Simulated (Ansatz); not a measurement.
Two isomers of C2H5ClO2Si: A = `O/C=C(\Cl)[SiH2]O`, B = `O=CC[SiH](O)Cl`.

Isolated molecules relaxed with PBE0-D4/def2-TZVP in Ansatz; ΔE leaves out vibrations. CCSD(T)/CBS adds triple-zeta CCSD(T) − MP2 to the extrapolated MP2 energy (def2 sets, frozen cores). Functionals use def2-TZVPP. B3LYP here is the variant with VWN-RPA as its local correlation; programs differ in this. One conformer a species, not always the lowest.

A:

```xyz
11

O     1.349    0.183   -2.384
C     0.650   -0.336   -1.376
C     0.095    0.328   -0.356
Cl    0.315    2.065   -0.321
Si   -0.881   -0.449    1.007
O    -0.146   -0.344    2.474
H     1.396    1.143   -2.256
H     0.552   -1.414   -1.444
H    -2.214    0.206    1.060
H    -0.987   -1.892    0.689
H    -0.129    0.510    2.907
```

B:

```xyz
11

O    -0.284    0.483   -2.644
C    -0.402   -0.337   -1.774
C    -0.826   -0.020   -0.378
Si    0.628    0.233    0.765
O    -0.012    0.457    2.250
Cl    1.821   -1.444    0.729
H    -0.169   -1.405   -1.967
H    -1.406    0.908   -0.366
H    -1.418   -0.837    0.046
H     1.491    1.359    0.348
H     0.578    0.603    2.991
```

**Question.** Which isomer does CCSD(T)/CBS put lower? Give the gap. (Estimate.)

**Answer.** The calculation gave: B, by 44.5 kcal/mol.

**Question.** Give E(B) − E(A) in kcal/mol with B3LYP, HF/def2-TZVPP, CCSD/def2-TZVPP, MP2/def2-TZVPP, PBE0-D4, ωB97M-V, B2PLYP. (Best estimate.)

**Answer.** Computed: B3LYP -44.4, HF/def2-TZVPP -49.7, CCSD/def2-TZVPP -46.3, MP2/def2-TZVPP -46.0, PBE0-D4 -44.1, ωB97M-V -45.7, B2PLYP -45.3. None reverses the order clearly.

Largest T1 diagnostic: 0.013.

From PBE to PBE0 (25 % exact exchange), in def2-TZVPP and without D4, E(B) − E(A) moves by −1.7 kcal/mol. In def2-TZVPP, CCSD(T) changes the Hartree–Fock value by +4.5 kcal/mol (the triples alone add +1.1 kcal/mol) and MP2 by +3.7 kcal/mol.
